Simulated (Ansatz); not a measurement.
This geometry of CH₆BOSi (10 atoms, charge 1, multiplicity 1) is a first-order saddle point.

Method: RKS r2SCAN-D4/6-31G* in Ansatz.

```xyz
10
Properties=species:S:1:pos:R:3
B -1.152 1.060 0.285
C 0.316 0.994 -0.231
O 0.977 -0.335 -0.292
Si 0.675 -1.853 -0.018
H -1.753 0.084 0.627
H -1.656 2.138 0.320
H 0.995 1.600 0.385
H 0.415 1.390 -1.251
H -0.636 -2.342 0.444
H 1.819 -2.736 -0.271
```

(1) Which two structures does it join? (They come from a converged band through this point; their orientation in space is the band's.)

(2) How far does it lie above each of them?

Results:

(1) No bond is made or broken. The dihedral B1–C2–O3–Si4 goes from -45 to 46°. The two ends are copies of one structure, up to a mirror image or an exchange of like atoms.

Initial state:

```xyz
10
Properties=species:S:1:pos:R:3
B -1.253 0.962 -0.182
C 0.307 0.981 -0.219
O 0.959 -0.340 -0.359
Si 0.770 -1.758 0.304
H -1.849 -0.079 -0.186
H -1.817 2.008 -0.136
H 0.727 1.450 0.682
H 0.690 1.558 -1.070
H -0.138 -1.968 1.447
H 1.604 -2.814 -0.281
```

Final state:

```xyz
10
Properties=species:S:1:pos:R:3
B -1.033 1.038 0.629
C 0.328 0.988 -0.134
O 1.022 -0.320 -0.117
Si 0.592 -1.818 -0.354
H -1.490 0.044 1.121
H -1.596 2.084 0.688
H 1.061 1.683 0.294
H 0.213 1.275 -1.189
H -0.748 -2.174 -0.856
H 1.650 -2.799 -0.083
```

(2) 0.6 kcal/mol above the first and 0.6 kcal/mol above the second. This is the barrier of this one path; another mechanism may lie lower. Limits of this set-up: the dipole of an ion depends on the origin.

Run time: 2.5 min on 1 thread of Arm Neoverse V1 (shared host), peak memory 0.13 GiB.
